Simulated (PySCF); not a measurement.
CH8ClNSi2, SMILES C[SiH2]N[SiH2]Cl.

Geometry: PBE-D3(BJ)/def2-SVP. This is a generated structure with no PubChem entry under its InChIKey; it may be hypothetical. The values are those of a single conformer.

Level of theory: PySCF with PBE-D3(BJ)/def2-SVP.

Frequencies are harmonic and unscaled.

Computed normal modes with their intensities:
```json
[
 {"mode": "1", "ν (cm⁻¹)": "41", "IR (km/mol)": "0.9", "moving atoms (share of kinetic energy)": "H 35 %, Si 24 %, C 23 %, Cl 12 %"},
 {"mode": "2", "ν (cm⁻¹)": "60", "IR (km/mol)": "1.2", "moving atoms (share of kinetic energy)": "Cl 43 %, Si 18 %, C 16 %, H 13 %, N 9 %"},
 {"mode": "3", "ν (cm⁻¹)": "150", "IR (km/mol)": "0.0", "moving atoms (share of kinetic energy)": "C 31 %, Si 30 %, H 29 %, N 9 %"},
 {"mode": "4", "ν (cm⁻¹)": "191", "IR (km/mol)": "0.4", "moving atoms (share of kinetic energy)": "H 92 %"},
 {"mode": "5", "ν (cm⁻¹)": "221", "IR (km/mol)": "4.4", "moving atoms (share of kinetic energy)": "H 30 %, N 27 %, Si 19 %, Cl 16 %, C 8 %"},
 {"mode": "6", "ν (cm⁻¹)": "291", "IR (km/mol)": "6.6", "moving atoms (share of kinetic energy)": "N 37 %, Si 32 %, H 22 %"},
 {"mode": "7", "ν (cm⁻¹)": "369", "IR (km/mol)": "35.5", "moving atoms (share of kinetic energy)": "H 82 %, N 9 %"},
 {"mode": "8", "ν (cm⁻¹)": "481", "IR (km/mol)": "8.7", "moving atoms (share of kinetic energy)": "H 93 %"},
 {"mode": "9", "ν (cm⁻¹)": "502", "IR (km/mol)": "67.3", "moving atoms (share of kinetic energy)": "Si 47 %, Cl 38 %, H 11 %"},
 {"mode": "10", "ν (cm⁻¹)": "562", "IR (km/mol)": "21.5", "moving atoms (share of kinetic energy)": "H 54 %, Si 35 %"},
 {"mode": "11", "ν (cm⁻¹)": "642", "IR (km/mol)": "2.5", "moving atoms (share of kinetic energy)": "H 45 %, Si 25 %, N 23 %"},
 {"mode": "12", "ν (cm⁻¹)": "671", "IR (km/mol)": "4.7", "moving atoms (share of kinetic energy)": "H 50 %, C 36 %, Si 13 %"},
 {"mode": "13", "ν (cm⁻¹)": "701", "IR (km/mol)": "47.7", "moving atoms (share of kinetic energy)": "H 83 %"},
 {"mode": "14", "ν (cm⁻¹)": "727", "IR (km/mol)": "26.3", "moving atoms (share of kinetic energy)": "H 79 %, Si 10 %, C 10 %"},
 {"mode": "15", "ν (cm⁻¹)": "788", "IR (km/mol)": "36.3", "moving atoms (share of kinetic energy)": "H 62 %, N 18 %, C 10 %, Si 10 %"},
 {"mode": "16", "ν (cm⁻¹)": "848", "IR (km/mol)": "50.8", "moving atoms (share of kinetic energy)": "H 77 %, C 15 %"},
 {"mode": "17", "ν (cm⁻¹)": "859", "IR (km/mol)": "327.7", "moving atoms (share of kinetic energy)": "H 81 %, Si 11 %"},
 {"mode": "18", "ν (cm⁻¹)": "899", "IR (km/mol)": "178.4", "moving atoms (share of kinetic energy)": "H 92 %"},
 {"mode": "19", "ν (cm⁻¹)": "913", "IR (km/mol)": "128.4", "moving atoms (share of kinetic energy)": "H 70 %, Si 15 %, N 13 %"},
 {"mode": "20", "ν (cm⁻¹)": "922", "IR (km/mol)": "224.4", "moving atoms (share of kinetic energy)": "H 56 %, N 28 %, Si 16 %"},
 {"mode": "21", "ν (cm⁻¹)": "967", "IR (km/mol)": "29.9", "moving atoms (share of kinetic energy)": "H 84 %"},
 {"mode": "22", "ν (cm⁻¹)": "1151", "IR (km/mol)": "144.8", "moving atoms (share of kinetic energy)": "H 65 %, N 31 %"},
 {"mode": "23", "ν (cm⁻¹)": "1223", "IR (km/mol)": "28.1", "moving atoms (share of kinetic energy)": "H 79 %, C 21 %"},
 {"mode": "24", "ν (cm⁻¹)": "1382", "IR (km/mol)": "4.9", "moving atoms (share of kinetic energy)": "H 96 %"},
 {"mode": "25", "ν (cm⁻¹)": "1391", "IR (km/mol)": "6.1", "moving atoms (share of kinetic energy)": "H 96 %"},
 {"mode": "26", "ν (cm⁻¹)": "2138", "IR (km/mol)": "147.2", "moving atoms (share of kinetic energy)": "H 96 %"},
 {"mode": "27", "ν (cm⁻¹)": "2146", "IR (km/mol)": "153.3", "moving atoms (share of kinetic energy)": "H 98 %"},
 {"mode": "28", "ν (cm⁻¹)": "2191", "IR (km/mol)": "88.5", "moving atoms (share of kinetic energy)": "H 98 %"},
 {"mode": "29", "ν (cm⁻¹)": "2203", "IR (km/mol)": "106.5", "moving atoms (share of kinetic energy)": "H 96 %"},
 {"mode": "30", "ν (cm⁻¹)": "2979", "IR (km/mol)": "0.9", "moving atoms (share of kinetic energy)": "H 97 %"},
 {"mode": "31", "ν (cm⁻¹)": "3080", "IR (km/mol)": "1.4", "moving atoms (share of kinetic energy)": "H 91 %, C 9 %"},
 {"mode": "32", "ν (cm⁻¹)": "3083", "IR (km/mol)": "1.4", "moving atoms (share of kinetic energy)": "H 91 %, C 9 %"},
 {"mode": "33", "ν (cm⁻¹)": "3500", "IR (km/mol)": "38.3", "moving atoms (share of kinetic energy)": "H 93 %"}
]
```
